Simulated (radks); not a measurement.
Results of a calculation; reference values are marked as such.
Valence configurations of Al II (all share [Ne]). Code: a radial shooting solver on a logarithmic mesh with Libxc functionals. Model: scalar-relativistic Kohn-Sham, PBEsol, spin-polarised, spherical densities, finite nucleus; open shells are filled with parallel spins first; Fermi nuclear charge, rms radius 3.061 fm. Energies are relative to 3s2; eigenvalues in eV for spin up.

[
 {"valence": "3s2", "E (eV)": "0.000", "moment (Bohr magnetons)": "0", "e(3p)": "-", "e(3s)": "-14.774"},
 {"valence": "3s1.5 3p0.5", "E (eV)": "2.578", "moment (Bohr magnetons)": "1", "e(3p)": "-9.852", "e(3s)": "-15.691"},
 {"valence": "3s1 3p1", "E (eV)": "4.562", "moment (Bohr magnetons)": "2", "e(3p)": "-10.440", "e(3s)": "-16.402"},
 {"valence": "3s0.5 3p1.5", "E (eV)": "7.547", "moment (Bohr magnetons)": "2", "e(3p)": "-10.748", "e(3s)": "-16.725"},
 {"valence": "3p2", "E (eV)": "10.539", "moment (Bohr magnetons)": "2", "e(3p)": "-11.037", "e(3s)": "-"}
]

NIST lists [Ne] 3s2 as the ground configuration; this level of theory agrees among the configurations tried. The energies are those of spherical high-spin densities, not of single terms.
